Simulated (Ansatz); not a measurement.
Born–Oppenheimer molecular dynamics of AgF (2 atoms, charge 0, multiplicity 1). It starts from a relaxed structure.

All numbers below come from UKS B3LYP-D4/def2-SVP (Ansatz 0.2.0).

```yaml
ensemble: NVE (velocity Verlet)
time_step: 2 fs
steps_asked: 244
starting_velocities_drawn_for: 3000 K
seed: 393853
```

First frame:

```xyz
2
Properties=species:S:1:pos:R:3
F 0.857 -0.333 0.424
Ag -0.828 0.273 -0.420
```

Problem. What does the run give?

Solution. All steps were run.

| Quantity | Value |
| --- | --- |
| steps done | 244 |
| time covered | 488 fs |
| mean temperature over the second half | 1489 K |
| spread of the potential energy over the second half | 23.2 meV per atom |
| mean potential energy of the second half above the start | 32.9 meV per atom |

The conserved energy stayed within 0.75 meV per atom of its start (net change -0.02 meV per atom), so the integration is sound. The temperature averaged 0.50 of the 3000 K drawn at the start: a run that starts near a minimum puts about half its kinetic energy into the potential. A run of 0.49 ps of so small a system gives no equilibrium averages.

Problem. What happens to the structure?

Solution. The same pairs are bonded in the first frame and the last. Pairs count as bonded within 1.25 times the sum of covalent radii (0.12 Å more for H–H). The details hang on the random start.

Problem. How do temperature and energy run in time?

Solution. 
```csv
time (fs),T (K),potential energy less start (eV),conserved less start (meV/atom)
0.0,3000,0.000,0.00
40.0,2608,0.017,0.00
80.0,126,0.125,0.55
120.0,1011,0.087,0.40
160.0,2335,0.029,0.22
200.0,1936,0.046,0.30
240.0,508,0.109,0.56
280.0,334,0.116,0.53
320.0,2888,0.005,-0.03
360.0,2914,0.004,-0.03
400.0,370,0.114,0.53
440.0,447,0.111,0.58
480.0,1877,0.049,0.31
```

Run time: 25 min on 1 thread of Intel(R) Xeon(R) Processor @ 2.50GHz (Skylake/Cascade Lake), with other jobs on the host, peak memory 0.12 GiB.
